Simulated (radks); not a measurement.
The nitrogen anion N3-, [Ne], held by a Watson sphere: a shell of charge +3 at radius R that stands for the Madelung well of a crystal (potential energy -3/R inside, -3/r outside, in hartree with lengths in bohr). All-electron calculation, non-relativistic Kohn-Sham, PBE, spin-polarised, spherical densities, point nucleus. Program: a radial shooting solver on a logarithmic mesh with Libxc functionals. Response by self-consistent Sternheimer equations with the Hartree and adiabatic LDA kernel. The sphere does not respond.

[
 {"R (bohr)": "2.66", "e(1s) (eV)": "-378.37", "e(2s) (eV)": "-15.865", "e(2p) (eV)": "-5.549", "<r> 2p (bohr)": "2.020", "sum of <r^2> (bohr^2)": "38.28", "X-ray form factor at sin(theta)/lambda = 0.1 1/angstrom": "7.790", "alpha (bohr^3)": "43.83"},
 {"R (bohr)": "2.92", "e(1s) (eV)": "-378.46", "e(2s) (eV)": "-15.164", "e(2p) (eV)": "-4.967", "<r> 2p (bohr)": "2.125", "sum of <r^2> (bohr^2)": "42.29", "X-ray form factor at sin(theta)/lambda = 0.1 1/angstrom": "7.639", "alpha (bohr^3)": "58.16"},
 {"R (bohr)": "3.3", "e(1s) (eV)": "-378.50", "e(2s) (eV)": "-14.396", "e(2p) (eV)": "-4.275", "<r> 2p (bohr)": "2.278", "sum of <r^2> (bohr^2)": "48.63", "X-ray form factor at sin(theta)/lambda = 0.1 1/angstrom": "7.431", "alpha (bohr^3)": "86.44"},
 {"R (bohr)": "3.4", "e(1s) (eV)": "-378.50", "e(2s) (eV)": "-14.235", "e(2p) (eV)": "-4.120", "<r> 2p (bohr)": "2.318", "sum of <r^2> (bohr^2)": "50.39", "X-ray form factor at sin(theta)/lambda = 0.1 1/angstrom": "7.379", "alpha (bohr^3)": "95.57"},
 {"R (bohr)": "3.92", "e(1s) (eV)": "-378.47", "e(2s) (eV)": "-13.611", "e(2p) (eV)": "-3.460", "<r> 2p (bohr)": "2.526", "sum of <r^2> (bohr^2)": "60.29", "X-ray form factor at sin(theta)/lambda = 0.1 1/angstrom": "7.127", "alpha (bohr^3)": "156.5"}
]
